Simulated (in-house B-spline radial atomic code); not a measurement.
Settings and results of a run for Lu IV (Lu3+) (an excited or competing configuration). Computed with a B-spline radial code for spherical atoms: Dirac-Hartree-Fock, average of the jj configuration, Fermi nucleus of rms radius 5.37 fm.

In the input, a minus or plus after the letter marks the j = l - 1/2 or j = l + 1/2 subshell.

Command:
```bash
python run_scf.py task.json out
```
Settings (nuclear radius in fm, mass in u):
```
Z                71
configuration    1s2 2s2 2p6 3s2 3p6 3d10 4s2 4p6 4d10 4f14 5s2 5p-2 5p+3 7g-1
hamiltonian      dirac
method           hf
spin_polarised   False
nucleus          fermi
rms_radius       5.37
atomic_mass      174.94078
speed_of_light   137.035999084
```

Output (hartree, bohr):
```
 radial grid: 81 intervals, B-splines of order 8, outer radius 60 bohr

 iter        energy (Eh)    residual
    1      -14568.329101    6.13e-01
    2      -14568.914353    4.99e-02
    3      -14568.981893    1.87e-02
    4      -14568.984208    4.80e-03
    5      -14568.984465    2.49e-03
    6      -14568.984518    1.32e-03
    7      -14568.984557    2.33e-04
    8      -14568.984558    1.93e-05
    9      -14568.984558    2.69e-06
   10      -14568.984558    1.62e-07

 total energy                    -14568.98456
 kinetic                           16231.7980
 electron-nucleus                 -36137.7356
 electron-electron                  5336.9531

 first-order corrections (not in the total)
   Gaunt                            16.6220
   retardation                      -1.7572
   frequency dependence             -0.2693
   self-energy                      11.9581
   Uehling                          -2.1443
   Wichmann-Kroll                    0.0799
   recoil                            0.0286

 orbital      occ     eigenvalue          <r>       <r^2>       <1/r>       r_max    small
 1s1/2      2.000     -2342.7983     0.019319 0.000512085     82.1807     0.01214  7.11e-02
 2s1/2      2.000      -404.8365    0.0811806  0.00785151     19.8988     0.06944  1.60e-02
 2p1/2      2.000      -385.5830    0.0674841  0.00565492     19.8249     0.05199  1.60e-02
 2p3/2      4.000      -344.4179    0.0750554  0.00685903     16.9492     0.05848  1.46e-02
 3s1/2      2.000       -95.0116     0.211594   0.0513282     7.31222      0.1956  5.25e-03
 3p1/2      2.000       -86.5234     0.201789   0.0474368     7.21423      0.1838  5.17e-03
 3p3/2      4.000       -77.5924     0.215801   0.0540562     6.47898      0.1971  4.77e-03
 3d3/2      4.000       -63.3869     0.189858   0.0423709     6.35014      0.1553  4.63e-03
 3d5/2      6.000       -61.4572       0.1942   0.0442005     6.17313       0.159  4.52e-03
 4s1/2      2.000       -21.1888     0.478711    0.258789     3.03202      0.4469  1.67e-03
 4p1/2      2.000       -17.6938     0.486695    0.269724     2.91908      0.4485  1.58e-03
 4p3/2      4.000       -15.6398     0.518019    0.305452     2.67468      0.4763  1.44e-03
 4d3/2      4.000        -9.8838     0.542767    0.342142     2.44872      0.4773  1.24e-03
 4d5/2      6.000        -9.4997     0.553998    0.356225     2.38697      0.4866  1.20e-03
 4f5/2      6.000        -2.3578     0.683223    0.593102     1.87831      0.4701  7.94e-04
 4f7/2      8.000        -2.2919      0.69386    0.612555     1.85136      0.4759  7.76e-04
 5s1/2      2.000        -4.1188      1.17278     1.54295     1.13049       1.051  3.33e-04
 5p1/2      2.000        -3.0554      1.28921     1.87478     1.01673       1.135  2.76e-04
 5p3/2      3.000        -2.7808      1.37824     2.14034    0.938921       1.214  2.44e-04
 7g7/2      1.000        -0.1635       15.835     283.576   0.0820836        17.6  4.40e-06
```

Time taken, with all properties: 1.8 s on 1 thread of Arm Neoverse V1, with other jobs on the host.

For the Dirac Hamiltonian the kinetic term is c α·p + (β - 1)c².
